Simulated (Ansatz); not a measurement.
A made-up structure of SiH2SO2, singlet:

```
atom    x (Å)    y (Å)    z (Å)
  O1  -0.2314   1.2298  -0.0438
 Si2  -0.1796  -0.3918  -0.1448
  O3   1.1551  -0.8147   0.6583
  S4  -1.4340  -1.5621  -1.0290
  H5   1.0916  -1.5028   1.3390
  H6   1.6726  -0.1007   1.0413
```

It is relaxed with PBE-D4/def2-SVP and then PBE0-D4/def2-TZVP (Ansatz 0.2.0). Atoms count as bonded within 1.22 times the sum of their covalent radii (H–H: 0.88 Å). The end point is not checked to be a true minimum.

Question: Does its bonding change? (Judge from chemistry; the calculation decides.)

Answer: The calculation gives: No: no bond forms or breaks.

Where it ends: The first stage lowers the energy by 1.64 eV in 11 steps. It ends as SiH₂SO₂ ([O][Si]([OH2])[S]):
```xyz
6
angstrom
O -0.0941 1.3412 -0.1286
Si -0.3493 -0.1482 -0.2700
O 1.1681 -0.7920 0.6758
S -1.3176 -1.7447 -0.7975
H 1.1077 -1.6685 1.0783
H 1.5594 -0.1301 1.2632
```

Labels in which every atom is bracketed show which atoms are joined, not bond orders.

For scale, one of the runs: PBE0-D4/def2-TZVP relaxation, 148 basis functions, launched by `ansatz run in.yaml --threads 2 --pin off --events-out ev --progress --plain --max-ram 4352MiB`. Hardware: 2 CPU threads of an Arm Neoverse V1, shared host. Wall time about 30 s.
